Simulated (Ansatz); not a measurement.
The molecule AlW, multiplicity 6 (lowest of 2S+1 = 2, 4, 6, 8 at CCSD(T)/def2-TZVPP on PBE0 minima; our sources give no spin for the ground state, which may be another). No spin–orbit coupling.

The constants come from a fifth-degree fit in 1/R (seven points, main isotopes). Runs in def2 and cc sets follow the lowest solution found near the PBE0 minimum.

Codes used: Ansatz (Gaussian orbitals). Values without a source in brackets are computed. In def2 rows elements past Kr take small-core potentials, without spin–orbit coupling.

Energies at B3LYP/def2-TZVPP:

```json
[
 {"R (Å)": "2.447230", "E (hartree)": "-309.41303135"},
 {"R (Å)": "2.513016", "E (hartree)": "-309.41638916"},
 {"R (Å)": "2.573539", "E (hartree)": "-309.41810020"},
 {"R (Å)": "2.641956", "E (hartree)": "-309.41876150"},
 {"R (Å)": "2.710373", "E (hartree)": "-309.41835330"},
 {"R (Å)": "2.789316", "E (hartree)": "-309.41686256"},
 {"R (Å)": "2.881416", "E (hartree)": "-309.41410910"}
]
```

**Question.** With a reduced mass of 23.5302 u, find the minimum, the force constant and the constants.

**Answer.** A fifth-degree polynomial in 1/R puts the minimum at r_e = 2.6473 Å with force constant 97.3 N/m. Then ω_e = (1/2πc)√(k/μ) = 265 cm⁻¹ and B_e = h/(8π²cμr_e²) = 0.1022 cm⁻¹; the cubic and quartic terms give α_e = 0.00052 and ω_e x_e = 0.98 cm⁻¹.

Ansatz is a first-principles code.
